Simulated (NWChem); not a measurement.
## Polarisability of disulfane (H₂S₂)

SMILES: SS
```xyz
4

S      0.9155     0.4855     0.0553
S     -0.9155    -0.4855     0.0553
H      1.5366    -0.2680    -0.8848
H     -1.5366     0.2680    -0.8848
```
Charge 0, spin multiplicity 1.

All runs are NWChem calculations. The geometry was optimised at PBE0/def2-SVP, a minimum by its harmonic frequencies. It is one conformer; others weren't searched.

Basis set: def2-SVPD. Static limit.

The correlated methods keep 10 core orbitals frozen. B3LYP has NWChem's definition, with VWN1-RPA local correlation. Coupled-cluster values serve here as a point of comparison, not as the truth.

| method | isotropic polarisability (bohr³) |
|---|---|
| CCSD linear response | 44.49 |
| BHandHLYP | [?] |
| PBE | 45.56 |
| B3LYP | [?] |
| HF | [?] |

### Question
What belongs in the gaps?

### Answer

- BHandHLYP, isotropic polarisability (bohr³): 43.59
- B3LYP, isotropic polarisability (bohr³): 44.80
- HF, isotropic polarisability (bohr³): 42.78
